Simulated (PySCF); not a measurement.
**Stationary points of AsH₂**

Computed with PySCF, PBE0, basis As def2-TZVP, H def2-TZVP (no relativity, density fitting).

Relaxations began from a few typed shapes; open shells are unrestricted. The search is not exhaustive: other isomers or separated fragments can lie lower, and high-lying points may rest on an excited occupation.

```json
{"spin": "doublet", "group": "C2v", "bonds": "As–H 1.526 Å (×2)", "angles": "H–As–H 90.7°", "imaginary modes (cm⁻¹)": "none", "ΔE (kJ/mol)": "0.0", "ΔE with ZPE (kJ/mol)": "0.0"}
{"spin": "doublet", "group": "D∞h", "bonds": "As–H 1.456 Å (×2)", "angles": "H–As–H 180.0°", "imaginary modes (cm⁻¹)": "1823i, 1288i", "ΔE (kJ/mol)": "314.3", "ΔE with ZPE (kJ/mol)": "–"}
```

The lowest minimum found is the doublet C2v: As–H 1.526 Å (×2); H–As–H 90.7°.

The electron or spin density has lower symmetry than the nuclear frame for the doublet D∞h at 314.3 kJ/mol.
